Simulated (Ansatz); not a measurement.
Born–Oppenheimer molecular dynamics of BF₃H (5 atoms, charge 0, multiplicity 2). It starts at the highest image of a converged band. Of that band: A vibrational analysis at the climbing image gives 2 clearly imaginary modes (149i, 63i cm⁻¹): a point of higher order. A lower path may pass nearby, or the ends, which weren't checked, may share the extra mode.

These are results of UKS PBE0/6-31G* in Ansatz 0.2.0, not measurements.

```
ensemble                      : NVE (velocity Verlet)
time step                     : 0.5 fs
steps asked                   : 200
starting velocities drawn for : 100 K
seed                          : 11596
```

First frame:

```xyz
5
Properties=species:S:1:pos:R:3
B -0.003 0.016 -0.216
H -0.007 -0.029 1.865
F 1.146 0.028 -0.833
F -1.145 0.028 -0.844
F 0.010 -0.044 2.808
```

**Question.** What does the run give?

**Answer.** The run went to its last step.

```
steps done                                               : 200
time covered                                             : 100 fs
mean temperature over the second half                    : 69 K
spread of the potential energy over the second half      : 1.5 meV per atom
mean potential energy of the second half above the start : 2.4 meV per atom
```

The conserved energy stayed within 0.0049 meV per atom of its start (net change 0.002 meV per atom), so the integration is sound. A run of 0.1 ps of so small a system gives no equilibrium averages.

**Question.** What happens to the structure?

**Answer.** The same pairs are bonded in the first frame and the last. Pairs count as bonded within 1.25 times the sum of covalent radii (0.12 Å more for H–H). Another seed would give other details.

**Question.** How do temperature and energy run in time?

**Answer.** 
```json
{"time (fs)": "0", "T (K)": "100", "potential energy less start (eV)": "0.000", "conserved less start (meV/atom)": "0.00"}
{"time (fs)": "3", "T (K)": "92", "potential energy less start (eV)": "0.003", "conserved less start (meV/atom)": "0.00"}
{"time (fs)": "6", "T (K)": "81", "potential energy less start (eV)": "0.007", "conserved less start (meV/atom)": "0.00"}
{"time (fs)": "9", "T (K)": "74", "potential energy less start (eV)": "0.010", "conserved less start (meV/atom)": "0.00"}
{"time (fs)": "12", "T (K)": "65", "potential energy less start (eV)": "0.014", "conserved less start (meV/atom)": "0.00"}
{"time (fs)": "15", "T (K)": "55", "potential energy less start (eV)": "0.018", "conserved less start (meV/atom)": "0.00"}
{"time (fs)": "18", "T (K)": "54", "potential energy less start (eV)": "0.018", "conserved less start (meV/atom)": "0.00"}
{"time (fs)": "21", "T (K)": "60", "potential energy less start (eV)": "0.015", "conserved less start (meV/atom)": "0.00"}
{"time (fs)": "24", "T (K)": "65", "potential energy less start (eV)": "0.014", "conserved less start (meV/atom)": "0.00"}
{"time (fs)": "27", "T (K)": "66", "potential energy less start (eV)": "0.013", "conserved less start (meV/atom)": "0.00"}
{"time (fs)": "30", "T (K)": "71", "potential energy less start (eV)": "0.011", "conserved less start (meV/atom)": "0.00"}
{"time (fs)": "33", "T (K)": "73", "potential energy less start (eV)": "0.010", "conserved less start (meV/atom)": "0.00"}
{"time (fs)": "36", "T (K)": "65", "potential energy less start (eV)": "0.013", "conserved less start (meV/atom)": "0.00"}
{"time (fs)": "39", "T (K)": "57", "potential energy less start (eV)": "0.017", "conserved less start (meV/atom)": "0.00"}
{"time (fs)": "42", "T (K)": "55", "potential energy less start (eV)": "0.017", "conserved less start (meV/atom)": "0.00"}
{"time (fs)": "45", "T (K)": "52", "potential energy less start (eV)": "0.018", "conserved less start (meV/atom)": "0.00"}
{"time (fs)": "48", "T (K)": "47", "potential energy less start (eV)": "0.021", "conserved less start (meV/atom)": "0.00"}
{"time (fs)": "51", "T (K)": "50", "potential energy less start (eV)": "0.019", "conserved less start (meV/atom)": "0.00"}
{"time (fs)": "54", "T (K)": "58", "potential energy less start (eV)": "0.016", "conserved less start (meV/atom)": "0.00"}
{"time (fs)": "57", "T (K)": "60", "potential energy less start (eV)": "0.016", "conserved less start (meV/atom)": "0.00"}
{"time (fs)": "60", "T (K)": "59", "potential energy less start (eV)": "0.016", "conserved less start (meV/atom)": "0.00"}
{"time (fs)": "63", "T (K)": "59", "potential energy less start (eV)": "0.016", "conserved less start (meV/atom)": "0.00"}
{"time (fs)": "66", "T (K)": "59", "potential energy less start (eV)": "0.016", "conserved less start (meV/atom)": "0.00"}
{"time (fs)": "69", "T (K)": "51", "potential energy less start (eV)": "0.019", "conserved less start (meV/atom)": "0.00"}
{"time (fs)": "72", "T (K)": "45", "potential energy less start (eV)": "0.021", "conserved less start (meV/atom)": "0.00"}
{"time (fs)": "75", "T (K)": "51", "potential energy less start (eV)": "0.019", "conserved less start (meV/atom)": "0.00"}
{"time (fs)": "78", "T (K)": "57", "potential energy less start (eV)": "0.017", "conserved less start (meV/atom)": "0.00"}
{"time (fs)": "81", "T (K)": "63", "potential energy less start (eV)": "0.014", "conserved less start (meV/atom)": "0.00"}
{"time (fs)": "84", "T (K)": "77", "potential energy less start (eV)": "0.009", "conserved less start (meV/atom)": "0.00"}
{"time (fs)": "87", "T (K)": "93", "potential energy less start (eV)": "0.003", "conserved less start (meV/atom)": "0.00"}
{"time (fs)": "90", "T (K)": "100", "potential energy less start (eV)": "0.000", "conserved less start (meV/atom)": "0.00"}
{"time (fs)": "93", "T (K)": "101", "potential energy less start (eV)": "0.000", "conserved less start (meV/atom)": "0.00"}
{"time (fs)": "96", "T (K)": "102", "potential energy less start (eV)": "-0.001", "conserved less start (meV/atom)": "0.00"}
{"time (fs)": "99", "T (K)": "98", "potential energy less start (eV)": "0.001", "conserved less start (meV/atom)": "0.00"}
```

Time of the run: 5.5 min on 1 thread of Arm Neoverse V2 (shared host), peak memory 0.13 GiB.
